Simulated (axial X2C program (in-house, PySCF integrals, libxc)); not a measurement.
**Working with the constants of BeSr**

A bond curve at the PBE0 level, 2c, was computed with an in-house relativistic program for diatomic molecules (basis Sr dyall-cv3z [13s12p8d5f1g], Be dyall-cv3z [8s8p3d1f] (cores contracted in-house)) for the state Ω = 0 (closed shell). Its fit gives Re = 3.5348 Å, ωe = 147.3 cm⁻¹, ωexe = 2.72 cm⁻¹ and αe = 3.297e-03 cm⁻¹; the masses are 87.9056 and 9.0122 u. Two-component means X2C with spin–orbit coupling and atomic mean-field Coulomb and Gaunt terms.

Problem. Find the reduced mass, Be and the force constant.

Solution. From the PBE0 values: μ = 8.1742 u. Be = 16.8576/(μ Re²) = 0.1651 cm⁻¹. k = 5.8918×10⁻⁷ μ ωe² = 0.104 mdyn/Å.

Problem. The dipole moment p changes by 0.25 D/Å at Re. What harmonic infrared intensity follows?

Solution. I = 42.256 × (dp/dR)²/μ = 0.32 km/mol.

Problem. Give B0, the J = 1←0 line in GHz and the most populated J at 300 K (kT = 208.5 cm⁻¹).

Solution. B0 = Be − αe/2 = 0.1634 cm⁻¹; 2B0 = 9.797 GHz; J(max) ≈ √(kT/2B0) − 1/2 = 24.8, so J = 25.

Problem. Estimate De from a Morse curve and compare with the computed well depth of 0.222 eV to Sr + Be.

Solution. De(Morse) = ωe²/(4ωexe) = 0.247 eV against 0.222 eV computed, a ratio of 1.11. For De the Morse form works well here.

Problem. Where do the fundamental and the first overtone lie?

Solution. ν(1←0) = ωe − 2ωexe = 141.9 cm⁻¹; ν(2←0) = 2ωe − 6ωexe = 278.3 cm⁻¹.

One determinant describes the state; a PBE0 search over occupations chose it and may have missed a lower one. Dissociation energies refer to the lowest single-determinant-based atoms at the same level and basis. The levels of this run spread widely (ωe from 78 to 170 cm⁻¹), so these constants depend on the method.
